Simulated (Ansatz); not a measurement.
Gas-phase electronic energies from Ansatz, PBE0-D4/def2-TZVP geometries. CBS: MP2 limit from def2 TZ/QZ plus the TZ coupled-cluster correction, frozen cores. This one scheme is used for every species. DFT in def2-TZVPP. B3LYP here is the variant with VWN-RPA as its local correlation; programs differ in this. One conformer a species, not always the lowest.

`F[SiH]([SiH3])[SiH2]Cl` → `F[SiH2][SiH3]` + `[SiH]Cl`  (silylene formation by 1,1-elimination)

| level | ΔE (kcal/mol) | difference from CCSD(T)/CBS |
| --- | --- | --- |
| PBE0-D4 | 50.0 | 4.2 |
| ωB97M-V | 43.4 | -2.4 |
| PBE | 45.0 | -0.8 |
| r2SCAN | 49.6 | 3.8 |
| PBE0 | 47.5 | 1.7 |
| B3LYP | 40.1 | -5.7 |
| HF/def2-TZVPP | 40.1 | -5.7 |
| CCSD/def2-TZVPP | 43.2 | -2.6 |
| HF/def2-QZVPP | 40.1 | -5.7 |
| CCSD/CBS(def2) | 45.0 | -0.8 |
| CCSD(T)/CBS | 45.8 | 0 |

Largest T1 diagnostic among the species: 0.013.

From PBE to PBE0 (25 % exact exchange), in def2-TZVPP and without D4, ΔE moves by +2.5 kcal/mol. The D4 term adds +4.5 kcal/mol with B3LYP and +2.5 kcal/mol with PBE0; it sums over pairs of atoms, weighted by their polarisabilities, and B3LYP, whose exchange is more repulsive, gets the larger term. In def2-TZVPP, CCSD(T) changes the Hartree–Fock value by +4.0 kcal/mol (the triples alone add +0.9 kcal/mol) and MP2 by +7.2 kcal/mol.
